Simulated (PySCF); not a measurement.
Stepwise substitution at one centre (B OH-SiH3). All species are isolated molecules in the gas phase. One relaxed conformer stands for each flexible species; it need not be the lowest. Strings in code marks are SMILES.

The vertical ionisation energy (Delta-SCF) from two functionals at the same geometries (B3LYP-D3(BJ)/def2-TZVP), both in PySCF: PBE-D3(BJ)/def2-TZVP and B3LYP-D3(BJ)/def2-TZVP. B3LYP has the VWN-RPA correlation part, as in Gaussian. Delta-SCF ions had no search for a lower state. 

| species | B3LYP-D3(BJ)/def2-TZVP (eV) |
|---|---|
| 1 of 3 OH replaced by SiH3 | 10.31 |
| 2 of 3 OH replaced by SiH3 (`[SiH3]B(O)[SiH3]` (H–O–B–Si torsion 0°)) | 9.22 |
| 3 of 3 OH replaced by SiH3 | 9.72 |

What does PBE-D3(BJ)/def2-TZVP give for each?


- 1 of 3 OH replaced by SiH3: 9.96
- 2 of 3 OH replaced by SiH3 (`[SiH3]B(O)[SiH3]` (H–O–B–Si torsion 0°)): 8.98
- 3 of 3 OH replaced by SiH3: 9.42
Over these rows, drawn at random from the members with no instability flagged (it was tested for open shells, ions and some series alone), PBE minus B3LYP-D3(BJ): mean -0.30 eV, from -0.36 eV to -0.24 eV.
